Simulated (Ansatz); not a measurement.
Cost and result for the atomization energy of `O[SiH](Br)[O][AlH2]` (9 atoms, 8 bonds).

```xyz
9

O    -0.1042   -2.1799   -0.3565
Si    0.1040   -0.6930   -0.9859
Br    2.2764   -0.3713   -1.3866
O    -0.3863    0.4872   -0.0160
Al   -0.5391    1.6422    1.2108
H     0.5099   -2.4858    0.3129
H    -0.6254   -0.6701   -2.2613
H    -1.3102    2.9707    0.8591
H     0.0749    1.3001    2.6235
```

Charge 0, multiplicity 1. Correlated methods include outer-core shells of Br, which these sets cover unevenly. Scalar relativity is left out up to krypton. The structure was optimised at the PBE0-D4/def2-TZVP level. It is one conformer, not always the lowest. Program: Ansatz. All runs use 4 threads of an Arm Neoverse V1 on a shared host. Times are those of one run each, without the atoms' runs, and a repeat can differ threefold. Electronic energies, without spin–orbit coupling; frozen cores. CCSD(T)/CBS adds CCSD(T) − MP2 in def2-TZVPP to the MP2 limit, and its time is that of the two runs behind it. T1 = 0.010. With those shells the extrapolation isn't a true limit. B3LYP takes the VWN-RPA correlation (the form of Gaussian; ORCA's B3LYP/G).

CCSD(T)/CBS is a level of theory with its own doubt, some kJ/mol a heavy atom from the limit and from the frozen cores, so smaller differences don't rank the functionals.

```tsv
level	functions	wall time
PBE-D4/def2-TZVPP (with forces)	250	2.8 s
PBE0-D4/def2-TZVPP	250	3.8 s
r2SCAN-D4/def2-TZVPP (with forces)	250	5.5 s
B3LYP-D4/def2-TZVPP (with forces)	250	6 s
B2PLYP/def2-TZVPP	250	6.5 s
ωB97X-V/def2-TZVPP	250	10 s
ωB97M-V/def2-TZVPP (with forces)	250	14 s
MP2/def2-QZVPP	463	23 s
CCSD(T)/def2-TZVPP	250	3.4 min
CCSD(T)/CBS(def2)	–	3.7 min
```

Problem. What atomization energy does each give, and how far from CCSD(T)/CBS? (Best estimate.)

Solution. The calculation gave: 
| level | atomization (kJ/mol) | difference from CCSD(T)/CBS | per bond |
| --- | --- | --- | --- |
| PBE-D4/def2-TZVPP (with forces) | 3135.9 | -38.8 | -4.8 |
| PBE0-D4/def2-TZVPP | 3087.6 | -87.1 | -10.9 |
| r2SCAN-D4/def2-TZVPP (with forces) | 3154.6 | -20.1 | -2.5 |
| B3LYP-D4/def2-TZVPP (with forces) | 3117.6 | -57.1 | -7.1 |
| B2PLYP/def2-TZVPP | 3101.4 | -73.3 | -9.2 |
| ωB97X-V/def2-TZVPP | 3156.0 | -18.7 | -2.3 |
| ωB97M-V/def2-TZVPP (with forces) | 3149.7 | -25.0 | -3.1 |
| MP2/def2-QZVPP | 3217.3 | 42.6 | 5.3 |
| CCSD(T)/def2-TZVPP | 3067.2 | -107.5 | -13.4 |
| CCSD(T)/CBS(def2) | 3174.7 | 0.0 | 0.0 |

From PBE to PBE0 (25 % exact exchange), in def2-TZVPP and without D4, the atomization energy moves by −45.1 kJ/mol: exact exchange takes away binding that semilocal exchange gives to molecules. The D4 term adds +37.3 kJ/mol with B3LYP and +19.6 kJ/mol with PBE0; it sums over pairs of atoms, weighted by their polarisabilities, and B3LYP, whose exchange is more repulsive, gets the larger term. In def2-TZVPP, CCSD(T) changes the Hartree–Fock value by +760.2 kJ/mol (the triples alone add +45.1 kJ/mol) and MP2 by +845.2 kJ/mol; breaking electron pairs costs correlation energy, which Hartree–Fock lacks.
